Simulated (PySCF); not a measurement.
Input of a run (PBE0-D3(BJ)/def2-SVP geometry optimisation, gas phase (PySCF 2.14.0)), started from GFN2-xTB:
```
{"job": {"xc": "PBE0", "basis": "def2-SVP", "d3": "d3bj", "grid": 1, "shake": 0.01, "kind": "geom"}, "charge": 0, "multiplicity": 1}
C     -1.922710    -0.589930     0.505130
C     -1.210490     0.250160    -0.557750
C      0.255980     0.204510    -0.329250
C      1.014600     1.278080     0.109660
S      2.664390     1.073710     0.374150
C      2.654600    -0.584450    -0.078240
Cl     4.161030    -1.438140    -0.021450
P      1.196790    -1.306050    -0.566450
H     -1.601380    -1.591710     0.497380
H     -1.758910    -0.163050     1.503520
H     -3.022470    -0.551250     0.321190
H     -1.420360    -0.154040    -1.537050
H     -1.575590     1.301290    -0.539650
H      0.557380     2.255810     0.311040
```

Output (energies in Eh, forces in Eh/bohr):
```
step   0  E = -1392.71811170  max force = 0.042367
step   1  E = -1392.72268500  max force = 0.009356
step   2  E = -1392.72286867  max force = 0.003427
step   3  E = -1392.72298344  max force = 0.001013
step   4  E = -1392.72300038  max force = 0.000357
step   5  E = -1392.72300585  max force = 0.000185
optimisation converged
```

Summarise the run.

The energy falls by 3.1 kcal/mol over 6 energy and gradient evaluations, the largest force component goes from 0.0424 to 1.8e-04 Eh/bohr, and the atoms move by 0.091 Å rms after alignment. The bond that changes most is C1–H9 (methyl carbon to methyl hydrogen), which lengthens by 0.049 Å. Bonds longer at the end by more than 0.005 Å: 5 of 14; shorter: 5. Among the angles that change most is C3–C4–H14, from 121.3° to 125.3°. The energy never rose by more than 1e-6 Eh on the way. The first step brought 93 % of the lowering.

What are the final bond lengths?

C1–C2 1.526 Å, C2–C3 1.506 Å, C3–C4 1.367 Å, C4–S5 1.713 Å, S5–C6 1.718 Å, C6–Cl7 1.718 Å, C6–P8 1.720 Å, C3–P8 1.786 Å, C1–H9 1.101 Å, C1–H10 1.101 Å, C1–H11 1.101 Å, C2–H12 1.103 Å, C2–H13 1.102 Å, C4–H14 1.093 Å. Numbering counts from 1 in the input's order; the species is `CCc1csc(Cl)p1`.

The run used 154 basis functions and 43 SCF cycles in all.

Whether it is a minimum is left open (no frequencies). One conformer, not necessarily the lowest.

The values belong to the conformer `[CH3:1][CH2:2][c:3]1[cH:4][s:5][c:6]([Cl:7])[p:8]1`: C1–C2–C3–C4 -102°.
